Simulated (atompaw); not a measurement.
u(r) = r·R(r): atom against pseudo-atom (O (Z = 8))

Columns: radius, all-electron u(r) and pseudo u(r) of the 2p shell (level -9.03 eV) of oxygen in the configuration [He] 2s2 2p4; PBE, scalar-relativistic, PAW (atompaw) scheme, atompaw 4.2.0.5.

| r (bohr) | all-electron | pseudo |
| --- | --- | --- |
| 0.044 | 0.0248 | 0.0067 |
| 0.088 | 0.0837 | 0.0266 |
| 0.133 | 0.1621 | 0.0597 |
| 0.177 | 0.2461 | 0.1035 |
| 0.221 | 0.3305 | 0.1568 |
| 0.265 | 0.4114 | 0.2178 |
| 0.310 | 0.4879 | 0.2859 |
| 0.354 | 0.5552 | 0.3557 |
| 0.398 | 0.6148 | 0.4264 |
| 0.442 | 0.6667 | 0.4959 |
| 0.487 | 0.7120 | 0.5634 |
| 0.531 | 0.7491 | 0.6244 |
| 0.575 | 0.7793 | 0.6788 |
| 0.619 | 0.8031 | 0.7257 |
| 0.663 | 0.8211 | 0.7644 |
| 0.708 | 0.8340 | 0.7954 |
| 0.752 | 0.8419 | 0.8173 |
| 0.796 | 0.8456 | 0.8316 |
| 0.840 | 0.8457 | 0.8389 |
| 0.885 | 0.8425 | 0.8402 |
| 0.929 | 0.8367 | 0.8366 |
| 0.973 | 0.8285 | 0.8292 |
| 1.017 | 0.8183 | 0.8190 |
| 1.062 | 0.8063 | 0.8066 |
| 1.106 | 0.7931 | 0.7931 |
| 1.150 | 0.7788 | 0.7788 |

Q: How many radial nodes do the two functions have?

A: The all-electron 2p function has n − l − 1 = 0; the pseudo-wave has 0.

Q: Where does each function peak?

A: Outermost all-electron maximum near 0.84 bohr, pseudo maximum near 0.89 bohr (to the table’s step).

Q: Is the pseudo-wave norm-conserving?

A: No, it belongs to a PAW set: the norm inside the radius is not constrained, and the difference is carried by the augmentation charge.
